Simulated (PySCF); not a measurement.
B(Me)(vinyl)(OH) (C₃H₇BO), SMILES CB(C=C)O.

Geometry: B3LYP-D3(BJ)/def2-SVP. The values are those of a single conformer.

Computed with TDA-PBE/def2-SVPD (PySCF).

Vertical excitations. The molecule is in vacuum. State labels are in the subgroup Cs.

```
state  symmetry  energy (eV)  λ (nm)      f          main pairs
-----  --------  -----------  ------  -----  ------------------
S1           A"         5.31     234  0.000    HOMO−1→LUMO 99 %
S2           A"         6.19     200  0.003   HOMO→LUMO+1 100 %
S3           A"         6.26     198  0.000    HOMO−2→LUMO 98 %
S4           A'         6.40     194  0.351      HOMO→LUMO 79 %
S5           A'         6.67     186  0.009  HOMO−1→LUMO+1 99 %
S6           A'         7.04     176  0.079    HOMO−3→LUMO 83 %
S7           A"         7.21     172  0.000    HOMO−4→LUMO 99 %
S8           A"         7.43     167  0.023    HOMO→LUMO+2 99 %
S9           A"         7.52     165  0.022    HOMO→LUMO+3 99 %
S10          A'         7.60     163  0.027  HOMO−2→LUMO+1 98 %
T1           A'         3.87     320      0      HOMO→LUMO 97 %
T2           A"         4.90     253      0    HOMO−1→LUMO 99 %
T3           A"         5.85     212      0    HOMO−2→LUMO 99 %
T4           A"         6.15     202      0   HOMO→LUMO+1 100 %
```
Triplets are in the Tamm–Dancoff approximation.
